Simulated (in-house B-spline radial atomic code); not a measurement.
# How G0W0 and RPA depend on the start: Mn VIII (Mn7+)

Configuration [Ne] 3s2 3p6. Computed with a B-spline radial code for spherical atoms: all electrons, scalar-relativistic (spin-free one-electron X2C), finite nucleus, each spin shell either full or empty, empty states to l = 9 with an (l + 1/2)⁻⁴ tail; G0W0 by contour deformation at full frequency.

```json
{"start": "Hartree-Fock", "mean-field 3p (eV)": "-195.81", "G0W0 (eV)": "-196.48", "QP weight": "0.975", "RPA correlation (Eh)": "-1.1353"}
{"start": "LDA VWN5", "mean-field 3p (eV)": "-182.85", "G0W0 (eV)": "-196.02", "QP weight": "0.957", "RPA correlation (Eh)": "-1.2747"}
{"start": "PBE", "mean-field 3p (eV)": "-182.92", "G0W0 (eV)": "-195.94", "QP weight": "0.957", "RPA correlation (Eh)": "-1.2725"}
{"start": "PBE0", "mean-field 3p (eV)": "-186.53", "G0W0 (eV)": "-196.11", "QP weight": "0.964", "RPA correlation (Eh)": "-1.232"}
{"start": "r2SCAN", "mean-field 3p (eV)": "-184.12", "G0W0 (eV)": "-196.09", "QP weight": "0.960", "RPA correlation (Eh)": "-1.2507"}
{"start": "HSE06", "mean-field 3p (eV)": "-186.08", "G0W0 (eV)": "-196.11", "QP weight": "0.963", "RPA correlation (Eh)": "-1.2355"}
{"start": "B3LYP (VWN-RPA)", "mean-field 3p (eV)": "-185.82", "G0W0 (eV)": "-196.08", "QP weight": "0.962", "RPA correlation (Eh)": "-1.2404"}
{"start": "SCAN", "mean-field 3p (eV)": "-184.17", "G0W0 (eV)": "-196.06", "QP weight": "0.961", "RPA correlation (Eh)": "-1.2499"}
{"start": "TPSS", "mean-field 3p (eV)": "-183.29", "G0W0 (eV)": "-195.97", "QP weight": "0.958", "RPA correlation (Eh)": "-1.2646"}
{"start": "BHandHLYP", "mean-field 3p (eV)": "-189.92", "G0W0 (eV)": "-196.26", "QP weight": "0.968", "RPA correlation (Eh)": "-1.1967"}
{"start": "CAM-B3LYP", "mean-field 3p (eV)": "-187.82", "G0W0 (eV)": "-196.15", "QP weight": "0.965", "RPA correlation (Eh)": "-1.2237"}
{"start": "LC-wPBE", "mean-field 3p (eV)": "-188.70", "G0W0 (eV)": "-196.17", "QP weight": "0.966", "RPA correlation (Eh)": "-1.2232"}
{"start": "wB97X", "mean-field 3p (eV)": "-188.79", "G0W0 (eV)": "-196.05", "QP weight": "0.967", "RPA correlation (Eh)": "-1.2164"}
{"start": "PBEsol", "mean-field 3p (eV)": "-182.75", "G0W0 (eV)": "?", "QP weight": "?", "RPA correlation (Eh)": "?"}
{"start": "BLYP", "mean-field 3p (eV)": "-182.75", "G0W0 (eV)": "-195.93", "QP weight": "0.957", "RPA correlation (Eh)": "-1.2732"}
{"start": "r2SCAN0", "mean-field 3p (eV)": "-187.34", "G0W0 (eV)": "?", "QP weight": "?", "RPA correlation (Eh)": "?"}
{"start": "LDA exchange-only", "mean-field 3p (eV)": "-180.77", "G0W0 (eV)": "-196.06", "QP weight": "0.956", "RPA correlation (Eh)": "-1.2741"}
```

Question: What G0W0 level, weight and RPA correlation energy follow from the r2SCAN0 start?

Answer: G0W0 level -196.20 eV, weight 0.965, RPA correlation -1.2181 hartree.

Question: What G0W0 level, weight and RPA correlation energy follow from the PBEsol start?

Answer: G0W0 level -195.98 eV, weight 0.957, RPA correlation -1.2731 hartree.

Question: How much of the dependence on the start does G0W0 remove?

Answer: The mean-field levels span 15 eV and the G0W0 levels 0.551 eV. Against 195.5 ± 0.3 eV (NIST, semi-empirical) the G0W0 removal energies are off by +0.43 to +0.98 eV, with spin-orbit coupling, Breit and QED terms left out.
